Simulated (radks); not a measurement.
Valence configurations of Os+ (all share [Xe]). All-electron calculation, scalar-relativistic Kohn-Sham, PBE, spin-unpolarised, spherical densities, point nucleus. Program: a radial shooting solver on a logarithmic mesh with Libxc functionals. Order these by energy: 4f13 5d7 6s1; 4f14 5d6.5 6s0.5; 4f13 5d5 6s1 6p2; 4f13.5 5d6 6s1 6p0.5; 4f14 5d5 6s1 6p1; 4f13 5d6 6s2; 4f13.5 5d6 6s1.5; 4f14 5d5 6s2; 4f14 5d6 6s1; 4f14 5d7.

Answer. From the lowest, in eV above it: 4f14 5d7 0.000; 4f14 5d6.5 6s0.5 0.156; 4f14 5d6 6s1 0.538; 4f14 5d5 6s2 2.039; 4f14 5d5 6s1 6p1 8.610; 4f13.5 5d6 6s1.5 25.496; 4f13.5 5d6 6s1 6p0.5 28.690; 4f13 5d7 6s1 50.919; 4f13 5d6 6s2 53.515; 4f13 5d5 6s1 6p2 71.923. NIST lists [Xe] 4f14 5d6 6s1 as the ground configuration; this level of theory puts 4f14 5d7 lower, by 0.538 eV. The energies are those of spherical spin-averaged densities, not of single terms.
